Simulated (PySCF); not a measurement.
A calculated (PBE, PySCF 2.14, ANO-RCC-VTZP, the spin-free X2C one-electron Hamiltonian (Gaussian nucleus)) atom or ion has these occupied shells.

```json
{"shell": "1s α", "electrons": "1", "orbital energy (eV)": "-85266.1", "rms radius, mean of both spins (bohr)": "0.0184"}
{"shell": "1s β", "electrons": "1", "orbital energy (eV)": "-85266.1", "rms radius, mean of both spins (bohr)": "0.0184"}
{"shell": "2s α", "electrons": "1", "orbital energy (eV)": "-15182.6", "rms radius, mean of both spins (bohr)": "0.0743"}
{"shell": "2s β", "electrons": "1", "orbital energy (eV)": "-15182.6", "rms radius, mean of both spins (bohr)": "0.0743"}
{"shell": "2p α", "electrons": "3", "orbital energy (eV)": "-13126.7", "rms radius, mean of both spins (bohr)": "0.0683"}
{"shell": "2p β", "electrons": "3", "orbital energy (eV)": "-13126.7", "rms radius, mean of both spins (bohr)": "0.0683"}
{"shell": "3s α", "electrons": "1", "orbital energy (eV)": "-3626.1", "rms radius, mean of both spins (bohr)": "0.190"}
{"shell": "3s β", "electrons": "1", "orbital energy (eV)": "-3626.1", "rms radius, mean of both spins (bohr)": "0.190"}
{"shell": "3p α", "electrons": "3", "orbital energy (eV)": "-3030.6", "rms radius, mean of both spins (bohr)": "0.192"}
{"shell": "3p β", "electrons": "3", "orbital energy (eV)": "-3030.6", "rms radius, mean of both spins (bohr)": "0.192"}
{"shell": "3d α", "electrons": "5", "orbital energy (eV)": "-2383.6", "rms radius, mean of both spins (bohr)": "0.176"}
{"shell": "3d β", "electrons": "5", "orbital energy (eV)": "-2383.6", "rms radius, mean of both spins (bohr)": "0.176"}
{"shell": "4s α", "electrons": "1", "orbital energy (eV)": "-809.31", "rms radius, mean of both spins (bohr)": "0.416"}
{"shell": "4s β", "electrons": "1", "orbital energy (eV)": "-809.31", "rms radius, mean of both spins (bohr)": "0.416"}
{"shell": "4p α", "electrons": "3", "orbital energy (eV)": "-612.75", "rms radius, mean of both spins (bohr)": "0.444"}
{"shell": "4p β", "electrons": "3", "orbital energy (eV)": "-612.75", "rms radius, mean of both spins (bohr)": "0.444"}
{"shell": "4d α", "electrons": "5", "orbital energy (eV)": "-374.30", "rms radius, mean of both spins (bohr)": "0.473"}
{"shell": "4d β", "electrons": "5", "orbital energy (eV)": "-374.30", "rms radius, mean of both spins (bohr)": "0.473"}
{"shell": "5s α", "electrons": "1", "orbital energy (eV)": "-130.33", "rms radius, mean of both spins (bohr)": "0.931"}
{"shell": "5s β", "electrons": "1", "orbital energy (eV)": "-130.32", "rms radius, mean of both spins (bohr)": "0.931"}
{"shell": "4f α", "electrons": "7", "orbital energy (eV)": "-114.20", "rms radius, mean of both spins (bohr)": "0.513"}
{"shell": "4f β", "electrons": "7", "orbital energy (eV)": "-114.19", "rms radius, mean of both spins (bohr)": "0.513"}
{"shell": "5p α", "electrons": "3", "orbital energy (eV)": "-76.404", "rms radius, mean of both spins (bohr)": "1.07"}
{"shell": "5p β", "electrons": "3", "orbital energy (eV)": "-76.394", "rms radius, mean of both spins (bohr)": "1.07"}
{"shell": "5d α", "electrons": "5", "orbital energy (eV)": "-15.417", "rms radius, mean of both spins (bohr)": "1.51"}
{"shell": "5d β", "electrons": "5", "orbital energy (eV)": "-15.338", "rms radius, mean of both spins (bohr)": "1.51"}
{"shell": "6s α", "electrons": "1", "orbital energy (eV)": "-9.634", "rms radius, mean of both spins (bohr)": "2.65"}
{"shell": "6s β", "electrons": "1", "orbital energy (eV)": "-9.197", "rms radius, mean of both spins (bohr)": "2.65"}
{"shell": "6p α", "electrons": "1", "orbital energy (eV)": "-2.674", "rms radius, mean of both spins (bohr)": "4.09"}
```

Question: Name the element and its charge.

Answer: Tl (thallium, neutral), in [Xe] 4f14 5d10 6s2 6p1, 2P determinant.
